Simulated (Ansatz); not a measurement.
Input for Ansatz (a first-principles code): R-BLYP/def2-TZVPP on AlFH4N2 (SMILES [NH2][Al]([NH2])[F]), a point of a torsion scan.

Ansatz 0.2 input:
```yaml
crystal:
  periodic: [false, false, false]
  atoms:
    - {symbol: N, position_ang: [1.58371892, -0.27493856, 0.23820215]}
    - {symbol: Al, position_ang: [-0.10382984, 0.26511645, 0.19239609]}
    - {symbol: N, position_ang: [-1.28031640, 0.03988182, 1.49878831]}
    - {symbol: F, position_ang: [-0.61983687, 1.03828500, -1.17423548]}
    - {symbol: H, position_ang: [2.03015835, -0.75608461, 1.00280395]}
    - {symbol: H, position_ang: [2.24557517, -0.14004381, -0.51298622]}
    - {symbol: H, position_ang: [-2.24029546, 0.35220023, 1.46089331]}
    - {symbol: H, position_ang: [-1.10379895, -0.41115117, 2.38245834]}
basis:
  gaussian:
    orbitals: def2-TZVPP
hamiltonian:
  xc: {name: BLYP}
scf: {lower_state_search: off}
```

Output:

```
WARN ansatz: RAYON_NUM_THREADS=1 ignored (pool sized by the plan → 1); use --threads N
Functional definition: BLYP
these checks for a lower state are left out or cut short: stability, starts, cluster_reference, orbital_swaps, neighbouring_geometries, increment
integrals: 0.09 GiB planned
971 factors; their error is unknown
mean field: 0.66 GiB planned
mean field evaluation 1: about -12340.9451 eV, gradient 1.2e2 eV
mean field evaluation 2: about -12248.4655 eV, gradient 2.0e2 eV
mean field evaluation 4: about -12364.2909 eV, gradient 2.6e1 eV
mean field evaluation 8: about -12365.2189 eV, gradient 2.1e-1 eV
mean field evaluation 16: about -12365.2100 eV, gradient 1.3e-4 eV
mean field -12365.21001123 eV, -454.4130864723 hartree, gradient 8.0e-6 eV, S^2 0.000000; 0 other end points of the search recorded, 0 dependent functions left out
reference -12365.21032420 eV, -454.4130979738 hartree; 20, 20 occupied and 171, 171 virtual orbitals, 971 factors
Total energy: -12365.21032420 eV, -454.4130979738 hartree
Checks for a lower state left out: stability, starts, cluster_reference, orbital_swaps, neighbouring_geometries, increment
```

Self-consistency was reached.

Cost: very roughly 1.5 core-seconds.
